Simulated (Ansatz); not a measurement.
Computed with Ansatz on PBE0-D4/def2-TZVP structures; ΔE is electronic, products minus reactants. CCSD(T)/CBS is the MP2 limit (def2-TZVPP, def2-QZVPP) plus CCSD(T) − MP2 in def2-TZVPP, frozen cores. DFT in def2-TZVPP. B3LYP here is the variant with VWN-RPA as its local correlation; programs differ in this. def2 core potentials past Kr. For Cd, Mg outer-core shells are correlated without core-valence functions, which leaves a few kJ/mol of doubt a bond. Each species was taken in one conformer, which may not be the lowest.

Consider the redistribution: `[CH3][Cd][F]` + `[NH2][Mg][Cl]` → `[CH3][Cd][NH2]` + `[F][Mg][Cl]`.

Is it downhill or uphill in electronic energy at CCSD(T)/CBS, and by how much? (An estimate is asked.)

Computed: Downhill: ΔE = -12.9 kcal/mol.

What do these levels give: PBE-D4, revPBE-D4, B3LYP-D4, ωB97X-V, PBE-QIDH, PBE, r2SCAN, BHLYP, RPA@PBE/def2-TZVPP, MP2/def2-SVP, CCSD/def2-SVP, MP2/def2-QZVPP? (Estimate.)

The calculation gave: PBE-D4 -12.1, revPBE-D4 -12.3, B3LYP-D4 -11.8, ωB97X-V -11.7, PBE-QIDH -13.3, PBE -11.9, r2SCAN -11.7, BHLYP -11.3, RPA@PBE/def2-TZVPP -12.9, MP2/def2-SVP -16.8, CCSD/def2-SVP -15.0, MP2/def2-QZVPP -15.2 kcal/mol.

Largest T1 diagnostic among the species: 0.014.

Leaving LDA and LC-ωPBE aside and taking each functional with its dispersion term where it has one, the values, not all of them listed here, spread over 2.4 kcal/mol, from PBE-QIDH to B97M-V. LDA lies −1.2 kcal/mol from PBE without D4. In def2-TZVPP, CCSD(T) changes the Hartree–Fock value by −3.7 kcal/mol (the triples alone add −0.5 kcal/mol) and MP2 by −5.6 kcal/mol.
